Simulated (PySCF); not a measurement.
Vertical excitation energies

Ga(CO)H3, CH₃GaO.
Structure used (PBE0-D3(BJ)/def2-SVP), in Å, numbered top down from 1:
```xyz
6
CH3GaO angstrom
Ga    -0.0125    0.0041   -0.8481
C      0.0127    0.0121    1.3511
O      0.0371   -0.0161    2.4750
H      1.5549    0.0056   -1.0017
H     -0.8019    1.3552   -1.0138
H     -0.7903   -1.3609   -0.9626
```

Theory: PySCF, TDDFT PBE0/def2-SVPD, vertical, gas phase, core orbitals frozen in the response. The PBE0/def2-SVPD calculation is non-relativistic and has no spin–orbit coupling, an omission that weighs most on gallium.

```json
{"state": "S1", "E (eV)": "4.95", "E (kJ/mol)": "477", "λ (nm)": "250.6", "f": "0.0001", "|μ| (D)": "0.07", "main configurations (H = HOMO, L = LUMO)": "H-1/H→L/L+1 (≥88%)"}
{"state": "S2", "E (eV)": "5.05", "E (kJ/mol)": "487", "λ (nm)": "245.5", "f": "0.0091", "|μ| (D)": "0.69", "main configurations (H = HOMO, L = LUMO)": "H-1/H→L/L+1 (≥88%)"}
{"state": "S3", "E (eV)": "5.06", "E (kJ/mol)": "488", "λ (nm)": "245.1", "f": "0.011", "|μ| (D)": "0.75", "main configurations (H = HOMO, L = LUMO)": "H-1/H→L/L+1 (≥88%)"}
{"state": "S4", "E (eV)": "5.63", "E (kJ/mol)": "543", "λ (nm)": "220.3", "f": "0.215", "|μ| (D)": "3.17", "main configurations (H = HOMO, L = LUMO)": "H-1/H→L/L+1 (≥85%)"}
{"state": "S5", "E (eV)": "7.17", "E (kJ/mol)": "692", "λ (nm)": "172.9", "f": "0.0002", "|μ| (D)": "0.08", "main configurations (H = HOMO, L = LUMO)": "H-1/H→L+3 (70%), H-2→L/L+1 (28%)"}
{"state": "S6", "E (eV)": "7.18", "E (kJ/mol)": "692", "λ (nm)": "172.8", "f": "0.0003", "|μ| (D)": "0.10", "main configurations (H = HOMO, L = LUMO)": "H-1/H→L+3 (69%), H-2→L/L+1 (30%)"}
{"state": "S7", "E (eV)": "7.37", "E (kJ/mol)": "711", "λ (nm)": "168.2", "f": "0.030", "|μ| (D)": "1.03", "main configurations (H = HOMO, L = LUMO)": "H-1/H→L+2 (≥50%), H-2→L/L+1 (≥34%)"}
{"state": "S8", "E (eV)": "7.38", "E (kJ/mol)": "712", "λ (nm)": "168.1", "f": "0.034", "|μ| (D)": "1.11", "main configurations (H = HOMO, L = LUMO)": "H-1/H→L+2 (≥55%), H-2→L/L+1 (≥30%)"}
{"state": "S9", "E (eV)": "7.56", "E (kJ/mol)": "729", "λ (nm)": "164.0", "f": "0.146", "|μ| (D)": "2.26", "main configurations (H = HOMO, L = LUMO)": "H-1/H→L+2 (≥49%), H-2→L/L+1 (≥30%)"}
{"state": "S10", "E (eV)": "7.56", "E (kJ/mol)": "730", "λ (nm)": "164.0", "f": "0.139", "|μ| (D)": "2.20", "main configurations (H = HOMO, L = LUMO)": "H-1/H→L+2 (≥44%), H-2→L/L+1 (≥33%)"}
{"state": "S11", "E (eV)": "8.57", "E (kJ/mol)": "826", "λ (nm)": "144.7", "f": "0.0000", "|μ| (D)": "0.01", "main configurations (H = HOMO, L = LUMO)": "H-1/H→L+6 (≥50%), H-1/H→L+5 (≥40%)"}
{"state": "S12", "E (eV)": "8.86", "E (kJ/mol)": "855", "λ (nm)": "140.0", "f": "0.0016", "|μ| (D)": "0.22", "main configurations (H = HOMO, L = LUMO)": "H-1/H→L+5 (≥50%), H-1/H→L+6 (≥39%)"}
{"state": "S13", "E (eV)": "9.01", "E (kJ/mol)": "869", "λ (nm)": "137.7", "f": "0.0043", "|μ| (D)": "0.36", "main configurations (H = HOMO, L = LUMO)": "H-1/H→L+4 (≥90%)"}
{"state": "S14", "E (eV)": "9.01", "E (kJ/mol)": "869", "λ (nm)": "137.6", "f": "0.0039", "|μ| (D)": "0.34", "main configurations (H = HOMO, L = LUMO)": "H-1/H→L+4 (≥90%)"}
```

Triplets, Tamm–Dancoff:

| state | E (eV) | λ (nm) | main configurations (H = HOMO, L = LUMO) |
| --- | --- | --- | --- |
| T1 | 4.64 | 266.9 | H-1/H→L/L+1 (≥86%) |
| T2 | 4.77 | 259.9 | H-1/H→L/L+1 (≥88%) |
| T3 | 4.78 | 259.2 | H-1/H→L/L+1 (≥88%) |

The lowest singlet lies at 4.95 eV (251 nm, ultraviolet) and is dark (f under 0.0005); its leading configuration is HOMO-1/HOMO→LUMO/LUMO+1 (≥88%). The most intense listed level is S9/S10 at 7.56 eV (164 nm, f = 0.285 summed), 2.61 eV above S1. S2/S3, S5/S6, S7/S8, S9/S10 and S13/S14 lie within about 0.01 eV of each other in each set; the point group C3v has degenerate representations, and within a degenerate level the listed configurations can mix freely. Löwdin shares by element: HOMO (one of a set within 0.03 eV) hydrogen 54%, gallium 40%; LUMO (one of a set within 0.03 eV) carbon 53%, oxygen 34%, gallium 8%. Orbital energies (eV): HOMO-3 -14.50, HOMO-2 -10.75, HOMO-1 -8.33, HOMO -8.33, LUMO -2.08, LUMO+1 -2.07, LUMO+2 0.16. The oscillator strengths of these states sum to 0.594; summed over the whole spectrum of an exact calculation they would give the number of electrons, 48 (Thomas–Reiche–Kuhn). Weighted by f, the mean energy of these states is 6.78 eV. Orbitals of the list HOMO-3 to LUMO+2 that lie within 0.01 eV of each other are written together with a slash and their weights summed (≥ marks a lower bound); for degenerate orbitals outside that list single weights are arbitrary. The window holds the lowest 15 singlets. The highest level found (9.21 eV, f 0.503 so far) is left out, since the window may have cut off a degenerate partner.
